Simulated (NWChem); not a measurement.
Species: C₂H₇AlFN; SMILES C[NH][Al]([CH3])[F]

```xyz
12

Al    -0.0577     0.5315     0.0000
F     -1.1971     1.7546     0.0001
C      1.8411     0.9406     0.0000
H      2.3459     0.5135     0.8822
H      2.0198     2.0268     0.0065
H      2.3430     0.5247    -0.8891
N     -0.7196    -1.1114    -0.0002
C     -0.0126    -2.3696     0.0002
H     -1.7276    -1.2355    -0.0007
H     -0.2342    -2.9893    -0.8891
H     -0.2338    -2.9886     0.8901
H      1.0761    -2.1986    -0.0002
```
Atoms are numbered in this order, from 1.

Results from NWChem. Coordinates come from a PBE0/def2-SVP optimisation. No frequency run checked for a minimum. Ions are spin-unrestricted doublets at the neutral geometry; other ion states weren't tried.

For level LDA (Slater exchange, VWN5)/def2-SVP:

```
Property       Result
-------------  ------
−ε(HOMO) (eV)    5.41
```

Problem. Estimate the same quantities for level B3LYP/def2-SVP.

Solution. 
| Quantity | Result |
|---|---|
| −ε(HOMO) (eV) | 6.43 |
